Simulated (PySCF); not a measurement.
**What settings do to a single point of TaO(OH)3**

The sound run of TaO(OH)3 (singlet) uses PySCF 2.14.0, RKS PBE, Ta def2-SVP with ECP60, O def2-SVP, H def2-SVP; non-relativistic Hamiltonian with scalar-relativistic core potentials where named; density fitting; no spin-orbit coupling, grid (50, 194), threshold 1e-8 Eh and 55 cycles, at the relaxed geometry:

```xyz
8

Ta   -0.3400    0.0000    0.1743
O     0.5561    0.0000    1.6702
O     0.1506    1.5789   -0.8137
H     0.8015    2.2665   -0.5952
O    -2.2261    0.0000    0.5693
H    -2.6950    0.0000    1.4199
O     0.1506   -1.5789   -0.8137
H     0.8015   -2.2665   -0.5952
```

There Ta1 has a Mulliken charge of 0.85 e and the dipole about the centre of mass is 0.12 D. Each run below changes one thing and starts from free metal ions and neutral atoms unless it says otherwise; with 55 cycles, smearing, a level shift and second-order steps follow where DIIS fails, and their cycles count. Energy shifts count from the sound run.

```
                                               change        outcome  cycles  energy shift (eV)  largest force component (eV/Å)  charge on Ta1 (e)  dipole about the centre of mass (D)
                                      threshold 1e-06      converged       8             0.0000                            0.02               0.85                                 0.13
                                       grid (99, 590)      converged      11             0.0029                            0.03               0.85                                 0.12
                                        cycle limit 8  not converged       8                  –                               –                  –                                    –
start from the bare core Hamiltonian, limit 77 cycles      converged      17             0.0000                            0.02               0.85                                 0.13
```

Problem. How does the run with this change end: all coordinates × 0.94?

Solution. outcome converged, cycles 11, energy shift (eV) 1.41, largest force component (eV/Å) 6.50, charge on Ta1 (e) 0.73, dipole about the centre of mass (D) 0.11.

Forces carry noise of the integration grid, about 0.01 to 0.03 eV/Å.

No other spin state of this charge was computed.
